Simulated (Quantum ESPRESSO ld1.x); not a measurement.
Sc V, configuration [Ne] 3s2 3p5. Calculated with ld1.x of Quantum ESPRESSO 7.5: non-relativistic Kohn-Sham, PW91, spin-unpolarised, spherical densities, point nucleus.

X-ray form factor f0, the Fourier transform of the density (f0(0) = 17):

sin(theta)/lambda (1/angstrom)  f0 (electrons)
0.05                                    16.811
0.1                                     16.268
0.15                                    15.437
0.2                                     14.414
0.25                                    13.299
0.3                                     12.183
0.4                                     10.202
0.5                                      8.724
0.6                                      7.708
0.8                                      6.439
1                                        5.466
1.25                                     4.313
1.5                                      3.324
2                                        2.074
